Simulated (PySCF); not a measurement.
Below is a simulated gas-phase Si 2p photoelectron spectrum of `C/N=[CH]\[Ge@H]([SiH3])[GeH3]`.

Every computed line was given a Gaussian of 0.7 eV full width at half maximum and an area set by the number of equivalent atoms (split 2:1 within a doublet); the highest printed point is 100. Theory: delta-SCF UKS SCAN, pcX-2 on the ionised atom, pcseg-1 elsewhere, spin-free X2C (PySCF).

binding energy (eV), intensity and a bar:
```
    105.4          0 
    105.5          1 
    105.6          2 
    105.7          4 #
    105.8          9 ###
    105.9         17 #####
    106.0         30 #########
    106.1         47 ##############
    106.2         67 ####################
    106.3         85 #########################
    106.4         96 #############################
    106.5        100 ##############################
    106.6         96 #############################
    106.7         87 ##########################
    106.8         78 #######################
    106.9         69 #####################
    107.0         62 ###################
    107.1         55 #################
    107.2         47 ##############
    107.3         37 ###########
    107.4         26 ########
    107.5         17 #####
    107.6         10 ###
    107.7          5 #
    107.8          2 #
    107.9          1 
    108.0          0 
    108.1          0
```

Question: How many maxima does the curve show, and how many computed lines lie under it?

Answer: The curve has 1 maximum (at 106.5 eV). Under it lie 2 lines from 1 inequivalent silicon site, drawn as a 2p3/2, 2p1/2 pair. At this width some lines have no maximum of their own.

Question: Decompose the envelope and assign each component. Numbering: `[CH3:1]/[N:2]=[CH:3]\[Ge@H:4]([SiH3:5])[GeH3:6]`.

Answer: 
```tsv
position (eV)	relative area	line	atoms	environment
106.45	0.67	Si 2p3/2	Si5	SiH3 silicon
107.07	0.33	Si 2p1/2	Si5	SiH3 silicon
```

Question: What are the centre and the root-mean-square width of the whole band?

Answer: The area-weighted mean of the lines is 106.66 eV. Their own spread about it is 0.29 eV (rms) and each Gaussian has σ = 0.7/2.355 = 0.30 eV; the variances add, which gives 0.42 eV.

The curve has no shake-up lines and no vibrational structure. The 2p values add to the ΔSCF energy of one spin-free hole a correction within the shell (spin–orbit coupling, ligand field). 2p1/2 minus 2p3/2 (ligand field included): Si 0.62 eV. The structure is a single PBE0-D3(BJ)/def2-SVP conformer in the gas phase; no vibrational or solvent corrections.

The run took 2.0 min of wall time on an Arm Neoverse N1 with one thread, shared host, and the process peaked at 0.84 GiB of memory.

Shape of the structure used: `[CH3:1]/[N:2]=[CH:3]\[Ge@H:4]([SiH3:5])[GeH3:6]`: N2–C3–Ge4–Si5 69°.
